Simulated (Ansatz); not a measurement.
The cluster B3F2, relaxed as a doublet with UKS PBE-D4/def2-SVP in Ansatz, starting from the GFN1-xTB geometry. Force threshold 0.02 eV/Å.

The structure comes from a short search, and lower isomers may exist.

Start:

```
atom   x (Å)   y (Å)   z (Å)
  B1  -0.022   0.033   0.012
  B2  -0.363   0.255  -1.388
  B3   0.379  -0.264   1.382
  F4  -0.700   0.480  -2.626
  F5   0.706  -0.504   2.620
```

Problem. Estimate the energy that the relaxation releases and the steps that it takes.

Solution. 16.3 kJ/mol, in 5 steps; 32 s on 4 threads of Arm Neoverse V1 on a shared host. No frequencies were taken in this run, so the end may be a saddle point.

Problem. Does the start keep its bonding and symmetry?

Solution. By distances, no bond broke or formed. The bond that changes most is B1–B2, from 1.46 to 1.52 Å (atoms count from 1). Point group C∞v at the start, D∞h at the end, both within 0.05 Å.

Problem. Predict the relaxed structure.

Solution. 
```csv
atom,x (Å),y (Å),z (Å)
B1,-0.001,0.002,0.000
B2,-0.388,0.272,-1.448
B3,0.388,-0.271,1.448
F4,-0.717,0.501,-2.678
F5,0.718,-0.503,2.677
```
Bond lengths: 2 × B–B 1.52 Å; 2 × B–F 1.29 Å.
